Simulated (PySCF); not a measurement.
PySCF input for hydroxymethyl(methoxy)borinic acid (C2H7BO3), SMILES COB(O)CO, TDA-CAM-B3LYP/def2-SVPD. The structure is a stationary point at B3LYP-D3(BJ)/def2-SVP. Other conformers were not sampled.

```python
import numpy as np
from pyscf import gto, scf, dft, tdscf

mol = gto.M(
    atom='''
    C     2.47571588   -0.12477227   -0.24813259
    O     1.26963496    0.60796058   -0.13768061
    B     0.06390002    0.01209817    0.02925671
    O    -0.08028932   -1.34053592    0.06910049
    C    -1.24658214    0.89826456    0.20735689
    O    -2.41968438    0.06094304    0.16776470
    H     2.30124536   -1.21106422   -0.21478677
    H     3.15040631    0.15564279    0.57728803
    H     2.97113415    0.13110443   -1.19885976
    H    -1.02595898   -1.51863082    0.21767398
    H    -1.23169345    1.38500247    1.19923686
    H    -1.30522836    1.72448780   -0.52499277
    H    -2.71149752    0.00507117   -0.75066552
    ''',
    basis='def2-SVPD',
    charge=0,
    spin=0,
    max_memory=1600,
    verbose=4,
)
mf = dft.RKS(mol, xc='cam-b3lyp').density_fit(auxbasis='def2-universal-jkfit')
mf.grids.level = 3
mf.conv_tol = 1e-9
mf.max_cycle = 100
mf.kernel()
mf.grids = dft.Grids(mol).set(level=1).build(with_non0tab=True)  # coarser grid for the response kernel
td = tdscf.TDA(mf)
td.singlet = True
td.nstates = 10
td.conv_tol = 1e-4
td.positive_eig_threshold = 1e-6
td.kernel(x0=td.get_init_guess(mf, 15))
td.analyze()
tt = tdscf.TDA(mf)
tt.singlet = False
tt.nstates = 4
tt.conv_tol = 1e-4
tt.positive_eig_threshold = 1e-6
tt.kernel(x0=tt.get_init_guess(mf, 9))
tt.analyze(verbose=3)
```

It prints:

```
PySCF version 2.14.0

[INPUT] verbose = 4
[INPUT] num. atoms = 13
[INPUT] num. electrons = 48
[INPUT] charge = 0
[INPUT] spin (= nelec alpha-beta = 2S) = 0
[INPUT] symmetry False subgroup None
[INPUT] Mole.unit = angstrom
[INPUT] Symbol           X                Y                Z      unit          X                Y                Z       unit  Magmom
[INPUT]  1 C      2.475715880000  -0.124772270000  -0.248132590000 AA    4.678424975437  -0.235785418240  -0.468902637679 Bohr   0.0
[INPUT]  2 O      1.269634960000   0.607960580000  -0.137680610000 AA    2.399262352573   1.148878990732  -0.260178645563 Bohr   0.0
[INPUT]  3 B      0.063900020000   0.012098170000   0.029256710000 AA    0.120753537154   0.022862227908   0.055287169206 Bohr   0.0
[INPUT]  4 O     -0.080289320000  -1.340535920000   0.069100490000 AA   -0.151724825528  -2.533245748942   0.130581001173 Bohr   0.0
[INPUT]  5 C     -1.246582140000   0.898264560000   0.207356890000 AA   -2.355698836374   1.697474005803   0.391847732142 Bohr   0.0
[INPUT]  6 O     -2.419684380000   0.060943040000   0.167764700000 AA   -4.572540786088   0.115165654798   0.317029336370 Bohr   0.0
[INPUT]  7 H      2.301245360000  -1.211064220000  -0.214786770000 AA    4.348723475826  -2.288579695060  -0.405888170480 Bohr   0.0
[INPUT]  8 H      3.150406310000   0.155642790000   0.577288030000 AA    5.953405107002   0.294122246363   1.090916271690 Bohr   0.0
[INPUT]  9 H      2.971134150000   0.131104430000  -1.198859760000 AA    5.614629822842   0.247751466417  -2.265516608162 Bohr   0.0
[INPUT] 10 H     -1.025958980000  -1.518630820000   0.217673980000 AA   -1.938781487238  -2.869796334124   0.411344206644 Bohr   0.0
[INPUT] 11 H     -1.231693450000   1.385002470000   1.199236860000 AA   -2.327563289921   2.617275350146   2.266229223883 Bohr   0.0
[INPUT] 12 H     -1.305228360000   1.724487800000  -0.524992770000 AA   -2.466524130415   3.258809647154  -0.992092552677 Bohr   0.0
[INPUT] 13 H     -2.711497520000   0.005071170000  -0.750665520000 AA   -5.123987700237   0.009583122431  -1.418552243954 Bohr   0.0

nuclear repulsion = 236.459371368383
number of shells = 79
number of NR pGTOs = 259
number of NR cGTOs = 185
basis = def2-SVPD
ecp = {}


[settings echo left out]
init E= -331.274323671128
  HOMO = -0.345608130741391  LUMO = -0.0168654873670788  gap/eV = 8.94554
cycle= 1 E= -330.524578809787  delta_E= 0.75  |g|= 0.933  |ddm|= 4.87
  HOMO = -0.250703437663327  LUMO = 0.0265078570964246  gap/eV = 7.54330
cycle= 2 E= -330.444904598683  delta_E= 0.0797  |g|= 1.18  |ddm|= 2.04
  HOMO = -0.344308856395425  LUMO = 0.0206445523479837  gap/eV = 9.93089
cycle= 3 E= -330.690325920386  delta_E= -0.245  |g|= 0.0499  |ddm|= 1.01
  HOMO = -0.345996943379968  LUMO = 0.0220135447776837  gap/eV = 10.01408
cycle= 4 E= -330.690837583534  delta_E= -0.000512  |g|= 0.0179  |ddm|= 0.0909
  HOMO = -0.344892249304459  LUMO = 0.0221603392938272  gap/eV = 9.98801
cycle= 5 E= -330.690902894179  delta_E= -6.53e-05  |g|= 0.00815  |ddm|= 0.0326
  HOMO = -0.344995346350305  LUMO = 0.0220533593382966  gap/eV = 9.98790
cycle= 6 E= -330.690916033255  delta_E= -1.31e-05  |g|= 0.00187  |ddm|= 0.01
  HOMO = -0.345336021421521  LUMO = 0.0220273208280233  gap/eV = 9.99647
cycle= 7 E= -330.690916672242  delta_E= -6.39e-07  |g|= 0.000685  |ddm|= 0.00257
  HOMO = -0.345241168272286  LUMO = 0.0220413568466746  gap/eV = 9.99427
cycle= 8 E= -330.690916783101  delta_E= -1.11e-07  |g|= 9.51e-05  |ddm|= 0.00103
  HOMO = -0.345243403600328  LUMO = 0.0220397420665783  gap/eV = 9.99428
cycle= 9 E= -330.690916786286  delta_E= -3.18e-09  |g|= 2.84e-05  |ddm|= 0.000243
  HOMO = -0.345244977067458  LUMO = 0.0220396026590244  gap/eV = 9.99432
cycle= 10 E= -330.690916786547  delta_E= -2.61e-10  |g|= 1.69e-05  |ddm|= 6.8e-05
  HOMO = -0.345243723883359  LUMO = 0.0220400492477664  gap/eV = 9.99430
Extra cycle  E= -330.690916786523  delta_E= 2.38e-11  |g|= 2.24e-05  |ddm|= 3.79e-05
converged SCF energy = -330.690916786523
tot grids = 48384
Overwritten attributes  positive_eig_threshold  of <class 'pyscf.tdscf.rks.TDA'>


******** <class 'pyscf.tdscf.rks.TDA'> for <class 'pyscf.df.df_jk.DFRKS'> ********
nstates = 10 singlet
deg_eia_thresh = 1.000e-03
wfnsym = None
conv_tol = 0.0001
eigh lindep = 1e-12
eigh level_shift = 0
eigh max_cycle = 100


Excitation energies (eV)
[6.60224007 7.8435427  7.969166   8.07010286 8.45528528 8.4827088
 8.62300261 8.73035242 8.84293859 9.05555896]

** Singlet excitation energies and oscillator strengths **
Excited State   1:      6.60224 eV    187.79 nm  f=0.0039
      24 -> 25       -0.63789
      24 -> 26       -0.24969
Excited State   2:      7.84354 eV    158.07 nm  f=0.0116
      23 -> 25        0.64179
      23 -> 26       -0.23497
Excited State   3:      7.96917 eV    155.58 nm  f=0.0260
      22 -> 25       -0.12456
      24 -> 25        0.24055
      24 -> 26       -0.50562
      24 -> 27       -0.27084
      24 -> 28        0.15934
      24 -> 29        0.18699
Excited State   4:      8.07010 eV    153.63 nm  f=0.0194
      22 -> 25       -0.10505
      24 -> 26       -0.16011
      24 -> 29       -0.59699
      24 -> 30        0.24098
Excited State   5:      8.45529 eV    146.64 nm  f=0.0169
      19 -> 25       -0.10610
      21 -> 25        0.46258
      21 -> 26        0.16742
      23 -> 26        0.14185
      24 -> 27       -0.28073
      24 -> 28       -0.30007
Excited State   6:      8.48271 eV    146.16 nm  f=0.0090
      21 -> 25       -0.33567
      21 -> 26       -0.12378
      22 -> 25        0.20734
      24 -> 27       -0.37125
      24 -> 28       -0.35266
Excited State   7:      8.62300 eV    143.78 nm  f=0.0049
      22 -> 25        0.46718
      22 -> 26       -0.21203
      24 -> 27       -0.10961
      24 -> 28        0.23170
      24 -> 30        0.35661
Excited State   8:      8.73035 eV    142.02 nm  f=0.0097
      19 -> 25       -0.18264
      21 -> 25       -0.21634
      23 -> 25        0.18366
      23 -> 26        0.55330
      23 -> 28        0.14635
      23 -> 29       -0.10780
      23 -> 31       -0.11793
Excited State   9:      8.84294 eV    140.21 nm  f=0.0050
      21 -> 25       -0.16711
      22 -> 25       -0.31190
      22 -> 26        0.15817
      24 -> 26        0.15813
      24 -> 27       -0.15829
      24 -> 29        0.18074
      24 -> 30        0.45966
Excited State  10:      9.05556 eV    136.92 nm  f=0.0500
      20 -> 25       -0.39838
      22 -> 26       -0.29681
      22 -> 29        0.15193
      23 -> 27        0.30098
      23 -> 28       -0.11859
      23 -> 29       -0.14933
      23 -> 30        0.12807
      24 -> 31       -0.11351

** Transition electric dipole moments (AU) **
state          X           Y           Z        Dip. S.      Osc.
  1         0.1482     -0.0470     -0.0145      0.0244      0.0039
  2         0.0462      0.0029     -0.2409      0.0602      0.0116
  3         0.1474     -0.3337     -0.0064      0.1331      0.0260
  4         0.1017     -0.1360     -0.2634      0.0982      0.0194
  5         0.0730     -0.2522      0.1120      0.0815      0.0169
  6         0.0079     -0.1919     -0.0815      0.0435      0.0090
  7        -0.1242      0.0478     -0.0752      0.0234      0.0049
  8         0.2099      0.0383     -0.0072      0.0456      0.0097
  9        -0.0639     -0.0712     -0.1189      0.0233      0.0050
 10         0.3909     -0.1954     -0.1858      0.2254      0.0500

** Transition velocity dipole moments (imaginary part, AU) **
state          X           Y           Z        Dip. S.      Osc.
  1         0.0415     -0.0238     -0.0126      0.0025      0.0067
  2         0.0088     -0.0074     -0.0694      0.0049      0.0114
  3         0.0637     -0.1103     -0.0350      0.0174      0.0397
  4         0.0463     -0.0424      0.0101      0.0040      0.0091
  5         0.0211     -0.0693      0.0327      0.0063      0.0135
  6         0.0157     -0.0575     -0.0219      0.0040      0.0086
  7        -0.0365      0.0115     -0.0110      0.0016      0.0033
  8         0.0556     -0.0112      0.0108      0.0033      0.0069
  9        -0.0279     -0.0158     -0.0220      0.0015      0.0031
 10         0.1121     -0.0836     -0.0668      0.0240      0.0481

** Transition magnetic dipole moments (imaginary part, AU) **
state          X           Y           Z
  1        -0.0061      0.1497     -0.6432
  2        -0.4035     -0.4311      0.0976
  3        -0.1426      0.0072     -0.2846
  4         0.5938      0.2025     -0.2797
  5         0.6394     -0.3557     -0.4157
  6        -0.4291      0.3248      0.1021
  7         0.1387     -0.0169      0.6817
  8        -0.0710      0.5562      0.1436
  9        -0.1177      0.0082     -0.0927
 10         0.0365     -0.2062     -0.0466


******** <class 'pyscf.tdscf.rks.TDA'> for <class 'pyscf.df.df_jk.DFRKS'> ********
nstates = 4 triplet
deg_eia_thresh = 1.000e-03
wfnsym = None
conv_tol = 0.0001
eigh lindep = 1e-12
eigh level_shift = 0
eigh max_cycle = 100


Excitation energies (eV)
[6.28769165 7.407492   7.65181097 7.76044377]

** Triplet excitation energies and oscillator strengths **
Excited State   1:      6.28769 eV    197.19 nm  f=0.0000
Excited State   2:      7.40749 eV    167.38 nm  f=0.0000
Excited State   3:      7.65181 eV    162.03 nm  f=0.0000
Excited State   4:      7.76044 eV    159.76 nm  f=0.0000
```

Self-consistency was reached.

Cost: around 7 core-minutes (rough).
